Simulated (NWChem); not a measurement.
System: thionyl fluoride (SOF₂); SMILES FS(=O)F

Output (shortened):

```
             Northwest Computational Chemistry Package (NWChem) 7.3.0
             --------------------------------------------------------

                             Geometry "geometry" -> ""
                             -------------------------

 Output coordinates in angstroms (scale by  1.889725989 to convert to a.u.)

  No.       Tag          Charge          X              Y              Z
 ---- ---------------- ---------- -------------- -------------- --------------
    1 O                    8.0000     0.00598600    -1.37107100    -0.38989100
    2 S                   16.0000     0.00075300    -0.17281100     0.40340300
    3 F                    9.0000     1.16557500     0.78006600    -0.18642700
    4 F                    9.0000    -1.17233300     0.76986600    -0.18644000

 Effective nuclear repulsion energy (a.u.)     190.8287780679

  pbe96 is a nonlocal functional; adding pw91lda local functional.
                              NWChem Property Module
                              ----------------------

  itol2e modified to match energy
  convergence criterion.

                                 NWChem DFT Module
                                 -----------------

 Summary of "ao basis" -> "ao basis" (spherical)
 ------------------------------------------------------------------------------
       Tag                 Description            Shells   Functions and Types
 ---------------- ------------------------------  ------  ---------------------
 O                          pcsseg-1                 7       17   3s3p1d
 S                          pcsseg-1                10       24   4s5p1d
 F                          pcsseg-1                 7       17   3s3p1d

  itol2e modified to match energy
  convergence criterion.

            General Information
            -------------------
          SCF calculation type: DFT
          Wavefunction type:  closed shell.
          No. of atoms     :     4
          No. of electrons :    42
           Alpha electrons :    21
            Beta electrons :    21
          Charge           :     0
          Spin multiplicity:     1
          Use of symmetry is: off; symmetry adaption is: off
          Maximum number of iterations: 150
          AO basis - number of functions:    75
                     number of shells:    31
          Convergence on energy requested:  1.00D-07
          Convergence on density requested:  1.00D-05
          Convergence on gradient requested:  5.00D-04

              XC Information
              --------------
          PerdewBurkeErnzerhof Exchange Functional  1.000
            Perdew 1991 LDA Correlation Functional  1.000 local
           PerdewBurkeErnz. Correlation Functional  1.000 non-local

             Grid Information
             ----------------
          Grid used for XC integration:  fine
          Radial quadrature: Mura-Knowles
          Angular quadrature: Lebedev.
          Tag              B.-S. Rad. Rad. Pts. Rad. Cut. Ang. Pts.
          ---              ---------- --------- --------- ---------
          O                   0.60       70           7.0       590
          S                   1.00      123           6.0       770
          F                   0.50       70           7.0       590
          Grid pruning is: on
          Number of quadrature shells:   333
          Spatial weights used:  Erf1

      Superposition of Atomic Density Guess
      -------------------------------------

 Sum of atomic energies:        -670.92569097

      Non-variational initial energy
      ------------------------------

 Total energy =    -671.792168
 1-e energy   =   -1311.109220
 2-e energy   =     448.488274
 HOMO         =      -0.350233
 LUMO         =       0.023509

   convergence    iter        energy       DeltaE   RMS-Dens  Diis-err
 ---------------- ----- ----------------- --------- --------- ---------
 d= 0,ls=0.0,diis     1   -672.4020380454 -8.63D+02  3.18D-02  2.24D+00
 d= 0,ls=0.0,diis     2   -671.4466787666  9.55D-01  2.45D-02  1.20D+01
 d= 0,ls=0.0,diis     3   -672.5112139506 -1.06D+00  9.23D-03  1.06D+00
 d= 0,ls=0.0,diis     4   -672.5808222667 -6.96D-02  3.67D-03  3.70D-01
 d= 0,ls=0.0,diis     5   -672.6105588343 -2.97D-02  8.25D-04  1.31D-02
  Resetting Diis
 d= 0,ls=0.0,diis     6   -672.6115109956 -9.52D-04  1.27D-04  2.72D-04
 d= 0,ls=0.0,diis     7   -672.6115326810 -2.17D-05  3.46D-05  4.44D-06
 d= 0,ls=0.0,diis     8   -672.6115316319  1.05D-06  3.16D-05  1.50D-05
 d= 0,ls=0.0,diis     9   -672.6115327511 -1.12D-06  1.17D-05  2.89D-06
 d= 0,ls=0.0,diis    10   -672.6115330135 -2.62D-07  2.36D-06  1.67D-07
 d= 0,ls=0.0,diis    11   -672.6115330267 -1.32D-08  3.06D-07  2.17D-09

         Total DFT energy =     -672.611533026741
      One electron energy =    -1309.986295970780
           Coulomb energy =      501.344808168041
    Exchange-Corr. energy =      -54.798823291877
 Nuclear repulsion energy =      190.828778067876

 Numeric. integr. density =       41.999999747781

                       DFT Final Molecular Orbital Analysis
                       ------------------------------------

 Vector   19  Occ=2.000000D+00  E=-3.614087D-01
              MO Center=  1.3D-03, -3.0D-01, -7.8D-02, r^2= 2.4D+00
   Bfn.  Coefficient  Atom+Function         Bfn.  Coefficient  Atom+Function
  ----- ------------  ---------------      ----- ------------  ---------------
     8      0.289345  1 O  py                11      0.247895  1 O  py
    33     -0.245311  2 S  pz                50      0.224161  3 F  pz
    67      0.224161  4 F  pz                53      0.213074  3 F  pz
    70      0.213074  4 F  pz                21     -0.203520  2 S  s
     5      0.154546  1 O  py                47      0.122876  3 F  pz

 Vector   20  Occ=2.000000D+00  E=-3.401861D-01
              MO Center=  2.6D-03, -6.0D-01, -2.6D-01, r^2= 2.0D+00
   Bfn.  Coefficient  Atom+Function         Bfn.  Coefficient  Atom+Function
  ----- ------------  ---------------      ----- ------------  ---------------
     7      0.386638  1 O  px                10      0.343915  1 O  px
    49      0.214782  3 F  py                66     -0.215136  4 F  py
     4      0.202542  1 O  px                52      0.197732  3 F  py
    69     -0.198078  4 F  py                31      0.122893  2 S  px
    46      0.116921  3 F  py                63     -0.117119  4 F  py

[...]

          -----------------------------------------
          Chemical Shielding Tensors (GIAO, in ppm)
          -----------------------------------------

                                NWChem CPHF Module
                                ------------------

  scftype          =     RHF
  nclosed          =       21
  nopen            =        0
  variables        =     1134
  # of vectors     =        3
  tolerance        = 0.10D-03
  level shift      = 0.00D+00
  max iterations   =       50
  max subspace     =       30

 SCF residual:    5.2984987697273644E-006

Iterative solution of linear equations
  No. of variables     1134
  No. of equations        3
  Maximum subspace       30
        Iterations       50
       Convergence  1.0D-04

   iter   nsub   residual    time
   ----  ------  --------  ---------
     1      3    4.07D-06      29.3

      Atom:    1  O
        Diamagnetic
    388.3426     -0.1027     -0.0601
     -0.1027    411.8707     13.7679
     -0.0601     13.7679    394.8019

        Paramagnetic
   -291.6392      1.3516     -0.2798
      1.3516   -601.5073     64.2900
     -0.2798     64.2900   -401.5689

        Total Shielding Tensor
     96.7034      1.2488     -0.3399
      1.2488   -189.6366     78.0579
     -0.3399     78.0579     -6.7670

           isotropic =     -33.2334
          anisotropy =    -277.7937

          Principal Components and Axis System
                 1           2           3
             -218.4292     96.7089     22.0201

      1        -0.0041      1.0000     -0.0015
      2         0.9382      0.0044      0.3460
      3        -0.3460      0.0000      0.9382

      Atom:    2  S
        Diamagnetic
   1052.6303     -0.0040      0.0114
     -0.0040   1053.5417     -2.6060
      0.0114     -2.6060   1043.9837

        Paramagnetic
  -1214.2917     -0.0608     -1.3102
     -0.0608  -1200.7851    300.0161
     -1.3102    300.0161   -984.2477

        Total Shielding Tensor
   -161.6614     -0.0648     -1.2988
     -0.0648   -147.2434    297.4101
     -1.2988    297.4101     59.7360

           isotropic =     -83.0562
          anisotropy =    -413.4020

          Principal Components and Axis System
                 1           2           3
             -358.6576    271.1505   -161.6617

      1        -0.0036     -0.0025      1.0000
      2         0.8151      0.5794      0.0044
      3        -0.5794      0.8151      0.0000

      Atom:    3  F
        Diamagnetic
    482.6648      8.9871     -5.2862
      8.9871    477.1986     -4.1420
     -5.2862     -4.1420    471.5408

        Paramagnetic
   -357.8040     77.6223   -112.5856
     77.6223   -383.4280   -120.2760
   -112.5856   -120.2760   -495.4805

        Total Shielding Tensor
    124.8608     86.6094   -117.8718
     86.6094     93.7705   -124.4179
   -117.8718   -124.4179    -23.9397

           isotropic =      64.8972
          anisotropy =     337.7183

          Principal Components and Axis System
                 1           2           3
              290.0428   -118.5102     23.1591

      1         0.6506      0.2818     -0.7053
      2         0.5901      0.3970      0.7030
      3        -0.4781      0.8735     -0.0920
```

Level: PBE/pcSseg-1, GIAO. All runs use the structure optimised with PBE0/def2-SVP. The printed shielding anisotropy is the first printed principal value minus the mean of the other two.

Write an input that gives this output.

One answer among several that fit: the input that was run:
```
start job
memory heap 200 mb stack 900 mb global 1100 mb
geometry units angstroms noautosym nocenter noautoz
  O      0.005986    -1.371071    -0.389891
  S      0.000753    -0.172811     0.403403
  F      1.165575     0.780066    -0.186427
  F     -1.172333     0.769866    -0.186440
end
basis spherical
  * library pcsseg-1
end
dft
  xc xpbe96 cpbe96
  iterations 150
end
property
  shielding 3 1 2 3
end
task dft property
```
